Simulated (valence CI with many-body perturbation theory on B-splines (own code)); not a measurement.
# Zr18+: what each term of the Hamiltonian does

Computed by configuration interaction combined with many-body perturbation theory (CI+MBPT): four valence electrons over a frozen Dirac-Fock core [Ar], a basis of 9 s, 9 p, 10 d, 8 f, 5 g, 3 h, 1 i functions for each j, with the one-electron correlation potential Σ1, the two-electron term Σ2, the three-electron term Σ3, Breit, model QED; selected CI, second order for the rest (own B-spline code, finite nucleus).

No measured spectrum was set against this ion. As an estimate, terms of the open shell hold to 2 to 4 % of their energy, and close levels can change places. Core correlation moves these levels by up to 9100 cm⁻¹, and in measured spectra 5 to 20 % of such shifts remained as error; rates that hang on mixing are uncertain with them. Only levels of the ground parity were solved; by the run's estimate the other parity begins above the list, which can be wrong where configurations are misplaced.

Each rung adds one term. CI alone is the Dirac-Coulomb CI over the frozen core; QED comes last and gives the full result, which names the levels. Energies are above 3d⁴ ⁵D_0 on the same rung, in cm⁻¹.

Names give the largest LS component (configuration and term), which can be under half, so a name can repeat, a term be missing and a line seem to break the LS rules; names also repeat where a configuration has a term twice. Letters in brackets count levels of one name in rising energy.

```csv
Level,CI alone,Σ1,Σ2,Σ3,Breit,QED,Full
3d⁴ ⁵D_1,6367,+163,+410,+89,-618,+40,6451
3d⁴ ⁵D_2,14191,+307,+675,+105,-1321,+73,14031
3d⁴ ⁵D_3,22046,+414,+805,+93,-2001,+96,21452
3d⁴ ⁵D_4,29489,+482,+870,+50,-2709,+110,28291
3d⁴ ³P_0 [a],63416,+270,-1353,-659,-293,+36,61416
3d⁴ ³H_4,71335,+318,-39,-825,-1528,+41,69302
3d⁴ ³P_1 [a],82829,+526,-1327,+124,-1280,+91,80963
3d⁴ ³H_5,83452,+533,+462,-465,-2736,+91,81338
3d⁴ ³G_3,85059,+433,-1170,-760,-1398,+65,82230
3d⁴ ³F_2 [a],87710,+466,-1251,-419,-1359,+73,85220
3d⁴ ³H_6,90019,+607,+899,-491,-3787,+107,87354
3d⁴ ³F_4 [a],95908,+688,-229,-548,-2588,+126,93357
3d⁴ ³P_2 [a],103971,+709,-1995,-15,-2234,+122,100558
3d⁴ ³G_4,106102,+649,-1107,-1436,-2733,+109,101585
3d⁴ ³F_3 [a],108157,+772,-1016,-616,-2433,+139,105003
3d⁴ ³G_5,116681,+883,-376,-764,-3871,+166,112719
3d⁴ ³D_3,122141,+628,-3991,-1314,-1970,+98,115592
3d⁴ ³D_2,125449,+730,-2873,-570,-2260,+130,120606
3d⁴ ¹I_6,126824,+852,+1193,-1039,-4133,+150,123847
3d⁴ ³D_1,131466,+819,-3555,-1428,-2030,+141,125414
3d⁴ ¹G_4 [a],142095,+1071,-421,-2186,-3543,+199,137214
3d⁴ ¹S_0 [a],148706,+931,-2472,-4820,-2475,+163,140033
3d⁴ ¹D_2 [a],155873,+935,-3740,+1216,-2368,+153,152069
3d⁴ ¹F_3,168581,+871,-4737,-169,-2586,+132,162092
3d⁴ ³P_2 [b],188456,+832,-5710,+259,-1873,+113,182077
3d⁴ ³F_4 [b],193016,+898,-3596,-302,-2466,+129,187678
3d⁴ ³F_2 [b],198416,+1028,-4517,+81,-2416,+155,192747
3d⁴ ³F_3 [b],201495,+1058,-4218,-108,-2646,+161,195742
3d⁴ ³P_1 [b],205956,+1064,-5933,+444,-2045,+161,199648
3d⁴ ³P_0 [b],214885,+1172,-5905,+160,-2333,+183,208163
3d⁴ ¹G_4 [b],220970,+1053,-4521,+161,-2937,+149,214875
```

The middle columns are the shifts that each term adds.

Problem. How does the ionisation energy move along the ladder, and which term matters most?

Solution. CI alone 736.10, + Σ1 738.51, + Σ2 745.19, + Σ3 745.20, + Breit 744.98, + QED 745.01 eV. The largest step is Σ2, 6.68 eV. NIST lists 745 ± 3 eV (theoretical).
